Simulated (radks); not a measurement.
Spin polarisation of the 5d1 shell in La2+. Start: [Xe] 5d(up 0.5, down 0.5); electrons of 5d are moved from spin down to spin up, other shells keep equal spins. Method: scalar-relativistic Kohn-Sham, SCAN, spin-polarised, spherical densities, finite nucleus; meta-GGA in the generalised Kohn-Sham scheme; Fermi nuclear charge, rms radius of each element as measured or else 0.836 A^(1/3) + 0.57 fm; computed with a radial shooting solver on a logarithmic mesh with Libxc functionals.

moment (Bohr magnetons)  E - E(0) (eV)  e(5d up) (eV)  e(5d down) (eV)  5p down minus up (eV)  5s down minus up (eV)
0                                0.000        -14.239          -14.239                  0.000                  0.000
0.25                            -0.020        -14.375          -14.087                  0.144                  0.086
0.5                             -0.074        -14.498          -13.914                  0.290                  0.174
0.75                            -0.167        -14.611          -13.702                  0.441                  0.265

At moment 0.75 the spin-polarisation energy is -0.167 eV and the 5d exchange splitting 0.909 eV, that is 1.212 eV per Bohr magneton; E = -I m^2/4 would give I = 1.184 eV.
